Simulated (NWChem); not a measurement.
The numbers come from NWChem runs, not from measurements. System: bicarbonate (CHO₃ (-1)), charge -1, spin multiplicity 1, at a geometry optimised with PBE/def2-SVP. Level: LC-wPBE (omega 0.3 per bohr)/def2-TZVPD.

The NWChem input:

```
start mol
memory heap 200 mb stack 900 mb global 1100 mb
charge -1
geometry units angstroms nocenter noautoz
  O      0.601646     1.143856     0.000000
  C     -0.040969    -0.170845     0.000000
  O     -1.299327    -0.100930     0.000000
  O      0.753412    -1.127646     0.000000
  H     -0.200031     1.702827     0.000000
  symmetry group Cs
end
basis spherical
  * library def2-tzvpd
end
dft
  xc xwpbe 1.00 cpbe96 1.0 hfexch 1.00
  cam 0.3 cam_alpha 0.00 cam_beta 1.00
  direct
  iterations 100
end
task dft energy
```

NWChem printed:

```
             Northwest Computational Chemistry Package (NWChem) 7.3.0
             --------------------------------------------------------

                                NWChem Input Module
                                -------------------

 Scaling coordinates for geometry "geometry" by  1.889725989
 (inverse scale =  0.529177249)

 Turning off AUTOSYM since
 SYMMETRY directive was detected!

                             Geometry "geometry" -> ""
                             -------------------------

 Output coordinates in angstroms (scale by  1.889725989 to convert to a.u.)

  No.       Tag          Charge          X              Y              Z
 ---- ---------------- ---------- -------------- -------------- --------------
    1 O                    8.0000     0.60164600     1.14385600     0.00000000
    2 C                    6.0000    -0.04096900    -0.17084500     0.00000000
    3 O                    8.0000    -1.29932700    -0.10093000     0.00000000
    4 O                    8.0000     0.75341200    -1.12764600     0.00000000
    5 H                    1.0000    -0.20003100     1.70282700     0.00000000

 Effective nuclear repulsion energy (a.u.)     111.9160364652

            Nuclear Dipole moment (a.u.)
            ----------------------------
        X                 Y               Z
 ---------------- ---------------- ----------------
     0.0000056692    -0.0000056692     0.0000000000

      Symmetry information
      --------------------

 Group name             Cs
 Group number              2
 Group order               2
 No. of unique centers     5

      Symmetry unique atoms

     1    2    3    4    5


 Summary of "ao basis" -> "" (spherical)
 ------------------------------------------------------------------------------
       Tag                 Description            Shells   Functions and Types
 ---------------- ------------------------------  ------  ---------------------
 *                         def2-tzvpd                 on all atoms

  pbe96 is a nonlocal functional; adding pw91lda local functional.

                                 NWChem DFT Module
                                 -----------------

 Summary of "ao basis" -> "ao basis" (spherical)
 ------------------------------------------------------------------------------
       Tag                 Description            Shells   Functions and Types
 ---------------- ------------------------------  ------  ---------------------
 O                         def2-tzvpd               14       40   6s4p3d1f
 C                         def2-tzvpd               13       37   6s3p3d1f
 H                         def2-tzvpd                5        9   3s2p

 Summary of "ao basis" -> "ao basis" (spherical)
 ------------------------------------------------------------------------------
       Tag                 Description            Shells   Functions and Types
 ---------------- ------------------------------  ------  ---------------------
 O                         def2-tzvpd               14       40   6s4p3d1f
 C                         def2-tzvpd               13       37   6s3p3d1f
 H                         def2-tzvpd                5        9   3s2p

      Symmetry analysis of basis
      --------------------------

        a'        113
        a"         53

  int_init: cando_txs set to always be  F

            General Information
            -------------------
          SCF calculation type: DFT
          Wavefunction type:  closed shell.
          No. of atoms     :     5
[...]
 d= 0,ls=0.0,diis     3   -264.3577759865 -1.58D-01  9.04D-04  1.57D-01   151.5
 d= 0,ls=0.0,diis     4   -264.3689455071 -1.12D-02  2.98D-04  1.78D-02   200.8
 d= 0,ls=0.0,diis     5   -264.3703712598 -1.43D-03  8.73D-05  5.08D-04   254.2
  Resetting Diis
 d= 0,ls=0.0,diis     6   -264.3704165728 -4.53D-05  5.56D-05  8.66D-05   308.3
 d= 0,ls=0.0,diis     7   -264.3704272647 -1.07D-05  2.38D-05  4.74D-06   361.8
 d= 0,ls=0.0,diis     8   -264.3704279678 -7.03D-07  6.77D-06  3.02D-06   438.3

         Total DFT energy =     -264.370427967789
      One electron energy =     -592.756510078265
           Coulomb energy =      248.034392836650
    Exchange-Corr. energy =      -31.564347191378
 Nuclear repulsion energy =      111.916036465203

 Numeric. integr. density =       31.999999735737

     Total iterative time =    434.9s

                  Occupations of the irreducible representations
                  ----------------------------------------------

                     irrep           alpha         beta
                     --------     --------     --------
                     a'               13.0         13.0
                     a"                3.0          3.0

                       DFT Final Molecular Orbital Analysis
                       ------------------------------------

 Vector   14  Occ=2.000000D+00  E=-1.684689D-01  Symmetry=a'
              MO Center= -6.8D-02, -2.8D-01,  3.5D-16, r^2= 2.5D+00
   Bfn.  Coefficient  Atom+Function         Bfn.  Coefficient  Atom+Function
  ----- ------------  ---------------      ----- ------------  ---------------
    85      0.252707  3 O  py               125      0.246983  4 O  py
    88      0.208111  3 O  py               128      0.198380  4 O  py
     8      0.186474  1 O  py               124      0.165045  4 O  px
    91      0.158427  3 O  py                 7      0.154777  1 O  px
    11      0.155279  1 O  py               127      0.140672  4 O  px

 Vector   15  Occ=2.000000D+00  E=-1.575026D-01  Symmetry=a"
              MO Center= -2.9D-01, -5.7D-01, -5.4D-15, r^2= 2.0D+00
   Bfn.  Coefficient  Atom+Function         Bfn.  Coefficient  Atom+Function
  ----- ------------  ---------------      ----- ------------  ---------------
    86      0.340269  3 O  pz               126     -0.330790  4 O  pz
    89      0.280945  3 O  pz               129     -0.273742  4 O  pz
    92      0.205449  3 O  pz               132     -0.188498  4 O  pz
    95      0.064697  3 O  pz               135     -0.057929  4 O  pz
    64      0.052427  2 C  d  1              62      0.026021  2 C  d -1

 Vector   16  Occ=2.000000D+00  E=-1.367655D-01  Symmetry=a'
              MO Center= -2.3D-01, -4.9D-01,  6.1D-15, r^2= 2.1D+00
   Bfn.  Coefficient  Atom+Function         Bfn.  Coefficient  Atom+Function
  ----- ------------  ---------------      ----- ------------  ---------------
    85      0.340495  3 O  py               124     -0.299145  4 O  px
    88      0.277418  3 O  py               127     -0.243270  4 O  px
    91      0.232855  3 O  py               130     -0.183745  4 O  px
   125     -0.160648  4 O  py               128     -0.133823  4 O  py
   131     -0.107516  4 O  py                 7      0.104927  1 O  px

 Vector   17  Occ=0.000000D+00  E= 1.869370D-01  Symmetry=a'
              MO Center= -1.2D-01,  1.7D+00,  3.2D-16, r^2= 1.3D+01
   Bfn.  Coefficient  Atom+Function         Bfn.  Coefficient  Atom+Function
  ----- ------------  ---------------      ----- ------------  ---------------
    46      9.409527  2 C  s                 45      5.912030  2 C  s
     6     -5.866017  1 O  s                 83     -5.558706  3 O  s
   123     -3.230879  4 O  s                 17      1.997081  1 O  py
    93     -1.213834  3 O  px                82     -0.953396  3 O  s
   160      0.857362  5 H  s                  5     -0.782361  1 O  s

 Vector   18  Occ=0.000000D+00  E= 2.155298D-01  Symmetry=a'
              MO Center=  5.7D-01, -8.6D-01,  2.0D-14, r^2= 1.8D+01
   Bfn.  Coefficient  Atom+Function         Bfn.  Coefficient  Atom+Function
  ----- ------------  ---------------      ----- ------------  ---------------
   123      9.037998  4 O  s                 46     -5.971259  2 C  s
    45     -5.064403  2 C  s                 83      3.556408  3 O  s
    54      2.775323  2 C  py                 6     -2.437170  1 O  s
   134      2.301384  4 O  py                17      2.080675  1 O  py
   122      1.978845  4 O  s                 66      1.471318  2 C  d -2

 Vector   19  Occ=0.000000D+00  E= 2.208217D-01  Symmetry=a'
              MO Center= -4.4D-01,  1.8D-01,  3.0D-17, r^2= 1.9D+01
   Bfn.  Coefficient  Atom+Function         Bfn.  Coefficient  Atom+Function
  ----- ------------  ---------------      ----- ------------  ---------------
    83      7.162577  3 O  s                123     -4.731165  4 O  s
     6     -3.718684  1 O  s                 53      3.616922  2 C  px
    93      2.756669  3 O  px                82      1.586230  3 O  s
    16      1.555864  1 O  px               133      1.521663  4 O  px
   122     -1.132178  4 O  s                 90      0.994154  3 O  px

 center of mass
 --------------
 x =   0.00614044 y =  -0.05233250 z =   0.00000000

 moments of inertia (a.u.)
 ------------------
         159.467548870885           2.633881376238           0.000000000000
           2.633881376238         149.742687866408           0.000000000000
           0.000000000000           0.000000000000         309.210236737293

     Multipole analysis of the density
     ---------------------------------

     L   x y z        total         alpha         beta         nuclear
     -   - - -        -----         -----         ----         -------
     0   0 0 0     -1.000000    -16.000000    -16.000000     31.000000

     1   1 0 0     -0.080768     -0.040387     -0.040387      0.000006
     1   0 1 0      0.989617      0.494811      0.494811     -0.000006
     1   0 0 1     -0.000000     -0.000000     -0.000000      0.000000

     2   2 0 0    -25.335178    -50.151174    -50.151174     74.967170
     2   1 1 0     -0.428744      0.750849      0.750849     -1.930441
     2   1 0 1     -0.000000     -0.000000     -0.000000      0.000000
     2   0 2 0    -21.550646    -53.264166    -53.264166     84.977686
     2   0 1 1     -0.000000     -0.000000     -0.000000      0.000000
     2   0 0 2    -18.304266     -9.152133     -9.152133      0.000000

 Task  times  cpu:      438.4s     wall:      438.4s

 Total times  cpu:      438.4s     wall:      438.4s
```
